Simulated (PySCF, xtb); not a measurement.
BeH₂, SMILES [BeH2].

Harmonic wavenumbers (cm⁻¹) from xtb with GFN2-xTB at its own minimum, in rising order: 459, 459, 1962, 2116.

Problem. What does PBE0-D3(BJ)/def2-TZVPD (PySCF) give at its own minimum? (Estimate from the structure and the level; the computed values follow.)

Solution. 714, 714, 2015, 2233. Paired by order, the mean absolute difference is 170 cm⁻¹ and the zero-point energies are 7.1 and 8.1 kcal/mol.
